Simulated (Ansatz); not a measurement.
One geometry of Sr2O2, several levels of theory.

```yaml
crystal:
  periodic: [false, false, false]
  atoms:
    - {symbol: Sr, position_ang: [-2.072978, 0.366100, 0.100245]}
    - {symbol: Sr, position_ang: [2.072979, -0.366055, -0.100369]}
    - {symbol: O, position_ang: [0.181426, 1.034293, -0.025317]}
    - {symbol: O, position_ang: [-0.181427, -1.034329, 0.025440]}
basis:
  gaussian: {orbitals: def2-TZVP, initial_orbitals: start.molden}
magnetization: {spin_polarized: true, initial_magnetization: 4}
correlation: {method: mp2}
scf: {omitted_lower_state_checks: [starts]}
output: {orbitals: {seedname: orbitals}}
```

The file start.molden holds the orbitals of an earlier run on this structure, at another level or in another basis.

```sh
$ ansatz run in.yaml --threads 4 --pin off --events-out ev --progress --plain --max-ram 3916MiB
```

It prints (some lines left out):

```
Functional definition: HF
1001 factors; integrals over basis functions are off by at most 1.1e-3 eV
mean field evaluation 1: about -5726.7285 eV, gradient 1.5e1 eV
mean field evaluation 2: about -5728.4477 eV, gradient 3.0e0 eV
mean field evaluation 4: about -5728.5526 eV, gradient 1.5e-1 eV
mean field evaluation 8: about -5728.5714 eV, gradient 1.7e-1 eV
mean field evaluation 16: about -5728.6006 eV, gradient 2.1e-1 eV
mean field -5728.60106110 eV, -210.5222060100 hartree, gradient 1.6e-6 eV, S^2 6.025755; 0 other end points of the search recorded, 0 dependent functions left out
2 core orbitals not correlated: weight in the atoms' cores, before any rotation towards them, 1.000 or more for the frozen orbitals, at most 0.000 for the correlated occupied ones
reference -5728.60106110 eV, -210.5222060100 hartree; 18, 14 occupied and 108, 112 virtual orbitals, 1001 factors
second order -19.06229953 eV of doubles, -0.00000000 eV of singles
Total energy: -5747.66336063 eV, -211.2227325969 hartree
Checks for a lower state left out: starts
```

Hardware: 4 threads of Arm Neoverse V2 on a shared host. Wall time 2.1 s.

The first input with `hamiltonian: {xc: {name: B2PLYP}}` and without the key `correlation`, `output` (abridged; 11 s):

```
Functional definition: B2PLYP
mean field -5752.32574518 eV, -211.3940720690 hartree, gradient 5.5e-8 eV, S^2 6.024194
2 core orbitals not correlated: weight in the atoms' cores, before any rotation towards them, 1.000 or more for the frozen orbitals, at most 0.000 for the correlated occupied ones
second order -23.75046852 eV of doubles, -0.00000000 eV of singles
Total energy: -5758.73849347 eV, -211.6297362218 hartree
Checks for a lower state left out: starts
```

First input, but with `hamiltonian: {xc: r2scan, dispersion: d4}` and without the key `correlation` (abridged; 16 s):

```
Functional definition: r2SCAN
mean field evaluation 16: about -5764.7474 eV, gradient 9.0e-6 eV
mean field -5764.74739650 eV, -211.8505593352 hartree, gradient 9.0e-6 eV, S^2 6.029969
Total energy: -5764.76442861 eV, -211.8511852536 hartree
Checks for a lower state left out: starts
```

The first input with `hamiltonian: {xc: {name: r2SCAN0}, dispersion: d4}` and without the key `correlation` (abridged; 13 s):

```
Functional definition: r2SCAN0
mean field evaluation 16: about -5762.7264 eV, gradient 8.2e-6 eV
mean field -5762.72644013 eV, -211.7762905584 hartree, gradient 8.2e-6 eV, S^2 6.027103
Total energy: -5762.74854840 eV, -211.7771030225 hartree
Checks for a lower state left out: starts
```

The first input with `gaussian: {orbitals: def2-TZVPP, initial_orbitals: start.molden}`, `correlation: {method: ccsd_t}`, `scf: {omitted_lower_state_checks: [starts, cluster_reference]}` (abridged; 45 s):

```
Functional definition: HF
mean field evaluation 16: about -5728.6570 eV, gradient 2.1e-1 eV
mean field -5728.65745661 eV, -210.5242785070 hartree, gradient 2.3e-6 eV, S^2 6.025773
2 core orbitals not correlated: weight in the atoms' cores, before any rotation towards them, 1.000 or more for the frozen orbitals, at most 0.000 for the correlated occupied ones
second order -21.29853792 eV of doubles, -0.00000000 eV of singles
cycle   1  -21.98203736 eV  change   -6.8e-1 eV  update   1.1e-1
cycle   2  -22.41129716 eV  change   -4.3e-1 eV  update   4.4e-2
cycle   3  -22.58886586 eV  change   -1.8e-1 eV  update   3.7e-2
cycle   4  -22.58890658 eV  change   -4.1e-5 eV  update   2.2e-2
cycle   5  -22.59098595 eV  change   -2.1e-3 eV  update   1.6e-2
cycle   6  -22.61763746 eV  change   -2.7e-2 eV  update   1.4e-2
cycle   7  -22.64502137 eV  change   -2.7e-2 eV  update   1.2e-2
cycle   8  -22.66622868 eV  change   -2.1e-2 eV  update   1.0e-2
cycle   9  -22.68233797 eV  change   -1.6e-2 eV  update   8.4e-3
cycle  10  -22.68882731 eV  change   -6.5e-3 eV  update   6.5e-3
cycle  11  -22.69824932 eV  change   -9.4e-3 eV  update   4.6e-3
cycle  12  -22.70453401 eV  change   -6.3e-3 eV  update   2.5e-3
cycle  13  -22.69967730 eV  change    4.9e-3 eV  update   1.2e-3
cycle  14  -22.70180758 eV  change   -2.1e-3 eV  update   7.3e-4
cycle  15  -22.70044153 eV  change    1.4e-3 eV  update   3.5e-4
cycle  16  -22.70027567 eV  change    1.7e-4 eV  update   1.4e-4
cycle  17  -22.70027717 eV  change   -1.5e-6 eV  update   6.1e-5
cycle  18  -22.70034318 eV  change   -6.6e-5 eV  update   3.0e-5
cycle  19  -22.70037916 eV  change   -3.6e-5 eV  update   1.4e-5
cycle  20  -22.70038768 eV  change   -8.5e-6 eV  update   6.8e-6
perturbative correction -0.83520687 eV, -0.0306932865 hartree
Total energy: -5752.19305117 eV, -211.3891956540 hartree
Checks for a lower state left out: starts, cluster_reference
```

The first input with `hamiltonian: {xc: {name: B97M-V}}` and without the key `correlation` (abridged; 24 s):

```
Functional definition: B97M-V
mean field evaluation 16: about -5765.4660 eV, gradient 6.8e-6 eV
mean field -5765.46595163 eV, -211.8769657490 hartree, gradient 6.8e-6 eV, S^2 6.022139
Total energy: -5765.46601599 eV, -211.8769681145 hartree
Checks for a lower state left out: starts
```

As the first input, with `hamiltonian: {xc: pbe}`, `correlation: {method: rpa}` and without the key `output` (abridged; 3.2 s):

```
Functional definition: PBE
mean field -5761.88610171 eV, -211.7454086913 hartree, gradient 8.7e-6 eV, S^2 6.014688
2 core orbitals not correlated: weight in the atoms' cores, before any rotation towards them, 1.000 or more for the frozen orbitals, at most 0.000 for the correlated occupied ones
Total energy: -5758.94867075 eV, -211.6374600944 hartree
Checks for a lower state left out: starts
```

Geometry: PBE-D4/def2-TZVP.

In the def2 sets Sr takes a core potential; there is no spin–orbit coupling. Correlated methods freeze 2 core orbitals; core or outer-core shells of Sr are correlated, in sets that lack core-valence functions. At CCSD(T)/def2-TZVPP T1 of the charge 0 quintet is large (up to 0.059), so the single-reference result is doubtful. At PBE0-D4/def2-TZVP a singlet of charge 0 lies 4.32 eV below the quintet, each at its own geometry. The structure comes from a short search, and lower isomers may exist.
